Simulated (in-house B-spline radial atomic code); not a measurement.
# RPA and G0W0 on LC-wPBE: Ga3+

Configuration [Ar] 3d10, mean-field start LC-wPBE. Computed with an all-electron radial atomic-structure program (B-spline basis): all electrons, non-relativistic, point nucleus, each spin shell either full or empty, empty states to l = 9 with an (l + 1/2)⁻⁴ tail; G0W0 by contour deformation at full frequency.

Command:
```bash
python run_gw.py task.json out
```
Settings (radii: box in bohr, nucleus in fm):
```
Z                        31
electrons                28
configuration            [Ar] 3d10
hamiltonian              nr
method                   lc_wpbe
lmax                     9
spin_polarised           False
box_radius               14.14
intervals                51
```

Run time, properties included: 2.1 s on 1 thread of Arm Neoverse N1, on a shared host.

Energies (hartree):

| term | value |
| --- | --- |
| mean-field total | -1922.50947 |
| Hartree-Fock functional on these orbitals | -1921.28653 |
| direct second order | -2.4397 |
| second-order exchange | 0.70224 |
| SOSEX correction | 0.64015 |

Question: What is the RPA correlation energy, and what remains with SOSEX?

Answer: RPA gives -2.0746 hartree (-2.02 eV per electron); RPA + SOSEX gives -1.4344, and the second-order doubles -1.7374 hartree (no singles). SOSEX takes back 31 % of the RPA value.

Quasi-particle levels (eV):

```json
{"level": "3d", "occupied": "yes", "mean field": "-58.42", "Σx - vxc": "-8.36", "Σc": "?", "QP weight": "?", "G0W0": "?"}
{"level": "4s", "occupied": "no", "mean field": "-31.46", "Σx - vxc": "2.27", "Σc": "-1.24", "QP weight": "0.988", "G0W0": "-30.42"}
```

G0W0 = mean field + (Σx - vxc) + Σc, with Σc (partial-wave tail included) taken at the quasi-particle energy. Only the outer levels were computed. Levels of low weight are left out.

Question: Where does G0W0 put 3d?

Answer: At -64.66 eV, with Σc = 2.12 eV and a quasi-particle weight of 0.941. The tabulated removal energy is 63.241 ± 0.009 eV (NIST, measured); the calculation leaves out relativity, Breit and QED terms, and what these don't explain is the method's own error.
